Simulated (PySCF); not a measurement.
Dipole moment and polarisability of `C=C(C)/P=P\C=C\C`

C6H10P2.
SMILES with atom numbers: `[CH2:1]=[C:2]([CH3:3])/[P:4]=[P:5]\[CH:6]=[CH:7]\[CH3:8]` (hydrogens: H9, H10 on C1; H11, H12, H13 on C3; H14 on C6; H15 on C7; H16, H17, H18 on C8)

Structure used (GFN2-xTB), in Å, numbered top down from 1:
```
atom  x, y, z in Å
C1    -1.3584    0.8144   -1.7778
C2    -1.6490    0.5056   -0.5224
C3    -2.0450   -0.8671   -0.0761
P4    -1.7110    1.7882    0.7950
P5     0.2365    2.1878    1.2518
C6     1.2219    1.1319    0.1447
C7     1.4883   -0.1485    0.3634
C8     2.3340   -0.9966   -0.5236
H9    -1.3675    0.0726   -2.5613
H10   -1.0959    1.8178   -2.0723
H11   -2.0552   -1.5614   -0.9138
H12   -3.0367   -0.8407    0.3760
H13   -1.3476   -1.2323    0.6781
H14    1.6637    1.6450   -0.7022
H15    1.0726   -0.6463    1.2314
H16    3.1677   -1.4153    0.0396
H17    1.7481   -1.8294   -0.9134
H18    2.7246   -0.4193   -1.3582
```

Level: PBE0/def2-SVPD (PySCF), static field, nuclei fixed, core orbitals frozen in the response. The polarisability tensor in these axes (au):

```
x   137.79  -5.91   1.84
y    -5.91 123.53  12.95
z     1.84  12.95 116.39
```

Task: Diagonalise the tensor; give its mean and Δα, where Δα² is half the sum of the squared differences of the eigenvalues.

Result: Principal values 105.72, 131.60 and 140.38 au; mean 125.90 au = 18.66 Å³ = 20.76 × 10⁻⁴⁰ C²·m²/J; Δα = 31.22 au (25 % of the mean).

Task: What is the dipole moment, and where does it point?

Result: (0.92, -2.29, -1.59) D, 2.94 D in size, pointing from the negative to the positive side. Measured along this direction, the outermost atoms are P4 and P5 at the negative end and H17 at the positive end.

Task: Traceless (Buckingham) quadrupole moment about the centre of nuclear charge: eigenvalues?

Result: -4.23, -0.76, 4.99 D·Å. The values depend on the origin, since the dipole doesn't vanish. The electronic extent ⟨r²⟩ about the same centre is 1492 bohr², a root-mean-square distance of 2.34 Å for the 76 electrons.

Task: Rayleigh depolarisation ratio (linearly polarised light, static tensor)?

Result: ρ = 3Δα²/(45ᾱ² + 4Δα²) = 2923.4/(713299 + 3897.9) = 0.00408.

Task: Find the Langevin capture rate constant for NH4+ (18.034 u) meeting this molecule (144.026 u), k = 2.342 × 10⁻⁹ cm³/s × √(α in Å³ / reduced mass in u).

Result: The reduced mass is 16.03 u, so k = 2.53 × 10⁻⁹ cm³/s. The formula leaves out the permanent dipole, which adds to the capture rate.

One conformer (not necessarily the lowest) at the GFN2-xTB geometry, without solvent, vibrations or thermal averaging. GFN2-xTB frequencies show an imaginary mode (44i cm⁻¹), so this geometry is no minimum at that level.

These values come from a run that also computed excited states. The run took 50 s wall (with the writing of density and orbital grids) on an Arm Neoverse V2 with one thread, no GPU, shared host with 192 logical CPUs at a one-minute load of 23, and the process peaked at 0.97 GiB of memory.
